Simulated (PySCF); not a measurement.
ECD: `CC[Si@@H]1OC[C@H]1CF`, C5H11FOSi

Molfile (atoms numbered from 1):
```
C5H11FOSi
     RDKit          3D

 19 19  0  0  0  0  0  0  0  0999 V2000
   -3.0826   -0.3721   -0.0606 C   0  0  0  0  0  0  0  0  0  0  0  0
   -1.7965   -0.0163   -0.7985 C   0  0  0  0  0  0  0  0  0  0  0  0
   -0.2659   -0.3770    0.2558 Si  0  0  2  0  0  4  0  0  0  0  0  0
    0.0084    0.6662    1.5107 O   0  0  0  0  0  0  0  0  0  0  0  0
    1.3052    1.1069    1.0832 C   0  0  0  0  0  0  0  0  0  0  0  0
    1.4162    0.3798   -0.2597 C   0  0  1  0  0  0  0  0  0  0  0  0
    2.5967   -0.5431   -0.3952 C   0  0  0  0  0  0  0  0  0  0  0  0
    3.7736    0.1689   -0.5271 F   0  0  0  0  0  0  0  0  0  0  0  0
   -3.1537    0.1846    0.8697 H   0  0  0  0  0  0  0  0  0  0  0  0
   -3.9550   -0.1404   -0.6690 H   0  0  0  0  0  0  0  0  0  0  0  0
   -3.1035   -1.4323    0.1770 H   0  0  0  0  0  0  0  0  0  0  0  0
   -1.7514   -0.5880   -1.7248 H   0  0  0  0  0  0  0  0  0  0  0  0
   -1.8308    1.0382   -1.0778 H   0  0  0  0  0  0  0  0  0  0  0  0
   -0.1704   -1.7765    0.6807 H   0  0  0  0  0  0  0  0  0  0  0  0
    1.3109    2.1944    1.0187 H   0  0  0  0  0  0  0  0  0  0  0  0
    2.0506    0.7858    1.8114 H   0  0  0  0  0  0  0  0  0  0  0  0
    1.4026    1.0731   -1.0990 H   0  0  0  0  0  0  0  0  0  0  0  0
    2.7199   -1.1764    0.4884 H   0  0  0  0  0  0  0  0  0  0  0  0
    2.5159   -1.1666   -1.2913 H   0  0  0  0  0  0  0  0  0  0  0  0
  1  2  1  0
  2  3  1  0
  3  4  1  0
  4  5  1  0
  5  6  1  0
  6  7  1  0
  7  8  1  0
  6  3  1  0
  1  9  1  0
  1 10  1  0
  1 11  1  0
  2 12  1  0
  2 13  1  0
  3 14  1  1
  5 15  1  0
  5 16  1  0
  6 17  1  6
  7 18  1  0
  7 19  1  0
M  END
```

Computed, not measured: TDDFT PBE0/def2-SVPD circular dichroism and optical rotation, one conformer, gas phase (PySCF). Geometry: GFN2-xTB.

The molecule is flexible and this is one conformer; a measurement averages over conformers. States above about 7.8 eV (minus the energy of the highest occupied orbital) lie near or above the ionisation threshold and depend on the basis.

Question: Assign R or S to each stereocentre.

Answer: Si3 S, C6 S.

Question: List the lowest 12 singlet excitations with oscillator and rotatory strengths.

Answer: Rotatory strengths R in 10⁻⁴⁰ esu² cm², velocity form and length form (origin at the centre of mass); f in length form.
| state | E (eV) | λ (nm) | f | R (velocity) | R (length) | main |
| --- | --- | --- | --- | --- | --- | --- |
| 1 | 6.37 | 195 | 0.002 | -1.8 | -2.7 | HOMO→LUMO 0.97 |
| 2 | 6.78 | 183 | 0.057 | +40.4 | +41.6 | HOMO−1→LUMO 0.96 |
| 3 | 7.29 | 170 | 0.013 | +12.1 | +12.8 | HOMO−2→LUMO 0.96 |
| 4 | 7.44 | 167 | 0.027 | -11.9 | -11.8 | HOMO→LUMO+1 0.93 |
| 5 | 7.53 | 165 | 0.022 | +6.2 | +5.5 | HOMO→LUMO+2 0.91 |
| 6 | 7.70 | 161 | 0.004 | +3.4 | +4.4 | HOMO−1→LUMO+1 0.93 |
| 7 | 7.85 | 158 | 0.021 | -1.7 | -1.7 | HOMO−1→LUMO+2 0.93 |
| 8 | 8.00 | 155 | 0.022 | +8.7 | +7.8 | HOMO→LUMO+3 0.89 |
| 9 | 8.08 | 153 | 0.019 | -15.1 | -15.2 | HOMO−3→LUMO 0.80 |
| 10 | 8.25 | 150 | 0.019 | +21.0 | +20.1 | HOMO−1→LUMO+3 0.92 |
| 11 | 8.30 | 149 | 0.014 | -29.4 | -30.3 | HOMO−2→LUMO+1 0.49, HOMO−2→LUMO+2 0.30 |
| 12 | 8.32 | 149 | 0.003 | -2.3 | -2.1 | HOMO→LUMO+4 0.64, HOMO−2→LUMO+1 0.21 |

Among the states computed, the strongest CD band (largest |R|) is state 2. The largest dissymmetry factor in size, g = 4R/(D+G), with D and G the electric and magnetic dipole strengths, is -0.026 for state 11 (velocity form, f = 0.014), among bands with |R| over 0.5. The mirror image has the same energies and oscillator strengths and all R with the opposite sign.
